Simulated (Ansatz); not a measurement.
Consider the germylene formation by 1,1-elimination: `[CH3][GeH]([NH2])[SH]` → CH₃NH₂ + `[SH][GeH]`.

Isolated molecules relaxed with PBE0-D4/def2-TZVP in Ansatz; ΔE leaves out vibrations. CCSD(T)/CBS is the MP2 limit (def2-TZVPP, def2-QZVPP) plus CCSD(T) − MP2 in def2-TZVPP, frozen cores. Functionals use def2-TZVPP. B3LYP here is the variant with VWN-RPA as its local correlation; programs differ in this. For Ge outer-core shells are correlated without core-valence functions, which leaves a few kJ/mol of doubt a bond. Scalar relativity is left out up to krypton. One conformer a species, not always the lowest.

```tsv
level	ΔE (kcal/mol)	difference from CCSD(T)/CBS
PBE-D4	39.3	-5.3
r2SCAN-D4	45.0	0.4
PBE0-D4	43.5	-1.1
B3LYP-D4	38.1	-6.5
ωB97X-V	45.4	0.8
ωB97M-V	42.2	-2.4
B2PLYP	40.8	-3.8
PBE	36.9	-7.7
r2SCAN	44.3	-0.3
PBE0	41.4	-3.2
B3LYP	34.2	-10.4
HF/def2-TZVPP	39.1	-5.5
MP2/def2-TZVPP	51.5	6.9
SCS-MP2/def2-TZVPP	47.5	2.9
CCSD/def2-TZVPP	45.9	1.3
CCSD(T)/def2-TZVPP	46.6	2.0
HF/def2-QZVPP	38.7	-5.9
MP2/def2-QZVPP	50.2	5.6
SCS-MP2/def2-QZVPP	46.6	2.0
HF/CBS(def2)	38.7	-5.9
MP2/CBS(def2)	49.5	4.9
CCSD/CBS(def2)	43.9	-0.7
CCSD(T)/CBS	44.6	0
```

Largest T1 diagnostic among the species: 0.015.

In def2-TZVPP, CCSD(T) changes the Hartree–Fock value by +7.5 kcal/mol (the triples alone add +0.7 kcal/mol) and MP2 by +12.4 kcal/mol. The D4 term adds +3.9 kcal/mol with B3LYP and +2.2 kcal/mol with PBE0; it sums over pairs of atoms, weighted by their polarisabilities, and B3LYP, whose exchange is more repulsive, gets the larger term. From PBE to PBE0 (25 % exact exchange), in def2-TZVPP and without D4, ΔE moves by +4.5 kcal/mol.
